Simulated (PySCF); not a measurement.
**Polarisability and C₆ of Si- (silicon, charge -1)**

[Ne] 3s2 3p3, high-spin 4S determinant. Calculation: PySCF 2.14, in aug-cc-pV(Q+d)Z (7s6p5d3f2g, 89 functions); no relativity, point nucleus. Coupled (time-dependent) response in atomic units; α is the mean over directions.

| method | mean α (bohr³) | C₆ (like pair) | S(−4) |
| --- | --- | --- | --- |
| UHF | 119.2 | 1650 | 7000 |

S(−4) is the Cauchy moment in α(ω) = α(0) + S(−4) ω² + …

α(iu) at UHF:

| u (hartree) | α(iu) (bohr³) |
| --- | --- |
| 0 | 119.2 |
| 0.0500 | 104.8 |
| 0.100 | 80.18 |
| 0.200 | 46.19 |
| 0.300 | 28.90 |
| 0.500 | 13.96 |
| 0.750 | 7.210 |
| 1.00 | 4.386 |
| 1.50 | 2.144 |
| 2.00 | 1.294 |
| 3.00 | 0.6493 |
| 5.00 | 0.2835 |

A single London oscillator, α(iu) = α/(1 + u²/ω²), gives C₆ = (3/4) ω α². Matching the computed C₆ needs ω = 4 × 1650 / (3 × 119.2²) = 0.155 hartree.

For an ion, C₆ is the dispersion term alone; charge-induced terms of lower order in 1/R come first.
